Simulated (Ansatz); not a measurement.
Total energies of C₂₈H₂₆F₄O₃S (relaxed from a model of trityl norbornyl tetrafluoroethanesulfonate, whose bonding it doesn't keep) from Ansatz at PBE0-D4/def2-SVP, gas phase (1 Eh = 27.2114 eV = 2625.5 kJ/mol). The reference geometry is relaxed at PBE-D4/def2-SVP.

```
                state                    geometry  energy (Eh)
     charge 0 singlet                   reference  -2102.48627
     charge 1 doublet                   reference  -2102.18361
    charge -1 doublet                   reference  -2102.47497
    charge -1 doublet  relaxed at PBE-D4/def2-SVP  -2102.57183
free O atom (triplet)                           –    -74.92490
free S atom (triplet)                           –   -397.83788
free C atom (triplet)                           –    -37.76066
free F atom (doublet)                           –    -99.54906
free H atom (doublet)                           –     -0.50029
```

Single mean-field runs in def2-SVP are fitted with def2-universal-jkfit.

(1) Work out the vertical ionisation energy to the doublet.

(2) Work out the vertical electron affinity, to the doublet.

(3) Give the fundamental gap IE − EA, the Mulliken electronegativity (IE + EA)/2 and the hardness (IE − EA)/2.

(4) How much does the charge -1 doublet relax, and what is the adiabatic electron affinity?

(5) What is the binding energy per atom against free atoms?

(1) E(charge 1 doublet) − E(charge 0 singlet) = -2102.18361 − (-2102.48627) = 0.30266 Eh = 8.24 eV. For comparison, −ε of the highest occupied level is 6.90 eV at this level, 1.34 eV less.

(2) E(charge 0 singlet) − E(charge -1 doublet) = -2102.48627 − (-2102.47497) = -0.01130 Eh = -0.31 eV; negative, so the extra electron isn't bound. The basis lacks diffuse functions, which makes affinities too small.

(3) From the values in Eh: IE − EA = 0.30266 − (-0.01130) = 0.31396 Eh = 8.54 eV; (IE + EA)/2 = 3.96 eV; (IE − EA)/2 = 4.27 eV. The HOMO–LUMO gap of the same run is 6.07 eV, 2.47 eV smaller than the fundamental gap.

(4) Relaxation: -2102.47497 − (-2102.57183) = 0.09686 Eh = 2.64 eV. Adiabatic electron affinity: 0.08556 Eh = 2.33 eV, without zero-point energy. Bonds change on the way (1 lost, 0 formed), so the relaxed form is another species. 

(5) Atoms: 3 × (-74.92490) + 1 × (-397.83788) + 28 × (-37.76066) + 4 × (-99.54906) + 26 × (-0.50029) = -2091.11484 Eh. Binding: -2091.11484 − (-2102.48627) = 11.37143 Eh = 309.43 eV, or 4.99 eV for each of 62 atoms (no zero-point energy, no counterpoise term).

At PBE0-D4/def2-SVP the highest occupied level of the charge -1 doublet lies above zero (up to 1.54 eV). By energy differences it is unbound by 0.31 eV (vertical, against the charge 0 singlet, at PBE0-D4/def2-SVP) and held by the finite basis.
